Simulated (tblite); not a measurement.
Compound: C₄H₁₀AsOSi (doublet state).
SMILES with atom numbers: `[CH3:1][SiH:2][AsH:3][CH2:4][C:5]([CH3:6])=[O:7]` (hydrogens: H8, H9, H10 on C1; H11 on Si2; H12 on As3; H13, H14 on C4; H15, H16, H17 on C6)
Bond orders are those of one Lewis drawing.

Computed with GFN2-xTB (tblite), gas phase: L-BFGS steps from a force-field or distance-geometry start until the largest atomic force falls under 0.01 eV/Å.

Step 32: E = -592.1320 eV
```
atom  x, y, z in Å  |  force x, y, z in eV/Å
C1      2.8525    0.6103    0.7025    0.013   0.029   0.014
Si2     1.7117    0.3811   -0.8218   -0.016   0.010  -0.011
As3     0.4265   -1.5999   -0.7470    0.024  -0.009   0.062
C4     -0.8744   -1.0338    0.6827    0.012  -0.013   0.011
C5     -2.1046   -0.5944   -0.0275    0.036  -0.009   0.021
C6     -2.2575    0.9000   -0.1661    0.007  -0.039  -0.012
O7     -2.8929   -1.3807   -0.5022    0.007   0.012   0.043
H8      2.3009    0.5899    1.6396   -0.030  -0.061  -0.013
H9      3.6106   -0.1696    0.7408   -0.051  -0.039  -0.011
H10     3.3740    1.5609    0.6644    0.014   0.034  -0.033
H11     2.6325    0.2770   -1.9827   -0.010   0.038   0.009
H12    -0.4109   -1.1390   -1.9011    0.018  -0.006  -0.053
H13    -0.4395   -0.2498    1.3047   -0.024  -0.035   0.009
H14    -1.0813   -1.9191    1.2872   -0.007   0.018   0.002
H15    -1.3638    1.2998   -0.6522   -0.038   0.031   0.023
H16    -3.1435    1.1273   -0.7538    0.038   0.047  -0.006
H17    -2.3473    1.3518    0.8215    0.007  -0.006  -0.057
```

Step 33: E = -592.1331 eV
```
atom  x, y, z in Å  |  force x, y, z in eV/Å
C1      2.8505    0.6101    0.7025   -0.007   0.006  -0.015
Si2     1.7103    0.3823   -0.8239   -0.023   0.020   0.023
As3     0.4286   -1.6005   -0.7440    0.005  -0.009   0.038
C4     -0.8727   -1.0344    0.6846   -0.008  -0.003   0.005
C5     -2.1023   -0.5945   -0.0265    0.049   0.020  -0.013
C6     -2.2545    0.9006   -0.1677    0.006  -0.061  -0.011
O7     -2.8894   -1.3810   -0.5026   -0.004   0.010   0.048
H8      2.2978    0.5857    1.6385   -0.035  -0.039  -0.008
H9      3.6049   -0.1730    0.7409   -0.030  -0.036  -0.019
H10     3.3733    1.5598    0.6644    0.015   0.028  -0.018
H11     2.6276    0.2873   -1.9870   -0.001   0.032   0.002
H12    -0.4125   -1.1406   -1.8979    0.034  -0.018  -0.038
H13    -0.4378   -0.2507    1.3057   -0.015  -0.016   0.025
H14    -1.0854   -1.9165    1.2907    0.010  -0.008   0.007
H15    -1.3589    1.3008   -0.6522   -0.066   0.018   0.035
H16    -3.1406    1.1259   -0.7576    0.066   0.050   0.014
H17    -2.3458    1.3505    0.8210    0.002   0.003  -0.074
```

Step 34: E = -592.1342 eV
```
atom  x, y, z in Å  |  force x, y, z in eV/Å
C1      2.8482    0.6099    0.7024   -0.027  -0.017  -0.041
Si2     1.7083    0.3840   -0.8258   -0.027   0.027   0.047
As3     0.4309   -1.6012   -0.7399   -0.013  -0.005   0.004
C4     -0.8709   -1.0349    0.6870   -0.019   0.005   0.001
C5     -2.0989   -0.5945   -0.0256    0.046   0.037  -0.042
C6     -2.2510    0.9003   -0.1696    0.006  -0.057  -0.010
O7     -2.8854   -1.3811   -0.5021   -0.019  -0.003   0.046
H8      2.2937    0.5805    1.6372   -0.033  -0.008  -0.009
H9      3.5980   -0.1774    0.7405   -0.009  -0.023  -0.028
H10     3.3726    1.5590    0.6639    0.010   0.008   0.003
H11     2.6220    0.2992   -1.9916    0.004   0.026   0.000
H12    -0.4135   -1.1429   -1.8954    0.055  -0.033  -0.014
H13    -0.4362   -0.2519    1.3074   -0.003   0.008   0.041
H14    -1.0897   -1.9136    1.2947    0.026  -0.035   0.012
H15    -1.3547    1.3023   -0.6515   -0.066   0.009   0.033
H16    -3.1362    1.1253   -0.7616    0.074   0.046   0.022
H17    -2.3441    1.3490    0.8191   -0.005   0.016  -0.066
```

Q: Estimate the geometry and energy of step 35. (The exact step hangs on the optimiser's Hessian estimate; all steps are aligned on step 34, rigid shifts and turns removed.)

A: E = -592.1354 eV, largest force 0.084 eV/Å
```
atom  x, y, z in Å  |  force x, y, z in eV/Å
C1      2.8455    0.6095    0.7018   -0.038  -0.035  -0.051
Si2     1.7057    0.3864   -0.8272   -0.030   0.028   0.049
As3     0.4331   -1.6022   -0.7356   -0.023   0.001  -0.024
C4     -0.8694   -1.0354    0.6898   -0.015   0.008   0.003
C5     -2.0947   -0.5942   -0.0255    0.028   0.031  -0.050
C6     -2.2471    0.8991   -0.1718    0.006  -0.027  -0.009
O7     -2.8815   -1.3812   -0.5006   -0.034  -0.019   0.035
H8      2.2885    0.5748    1.6354   -0.023   0.023  -0.014
H9      3.5906   -0.1826    0.7398    0.007  -0.006  -0.036
H10     3.3720    1.5581    0.6636   -0.001  -0.022   0.026
H11     2.6162    0.3126   -1.9968   -0.001   0.020   0.010
H12    -0.4136   -1.1462   -1.8929    0.070  -0.046   0.006
H13    -0.4347   -0.2531    1.3101    0.005   0.026   0.051
H14    -1.0937   -1.9112    1.2989    0.039  -0.054   0.010
H15    -1.3514    1.3041   -0.6502   -0.035   0.007   0.016
H16    -3.1302    1.1256   -0.7655    0.056   0.036   0.013
H17    -2.3425    1.3479    0.8157   -0.012   0.027  -0.035
```

The energy changes by -0.0012 eV. The first-order estimate −F·Δx gives -0.0016 eV and the mean of the old and new forces, exact on a quadratic surface, -0.0012 eV. The step makes an angle of 73° with the force vector and moves no atom by more than 0.015 Å.

What follows is the cost of the whole relaxation. On an Arm Neoverse V1 with one thread, shared host, this took 0.94 s wall.
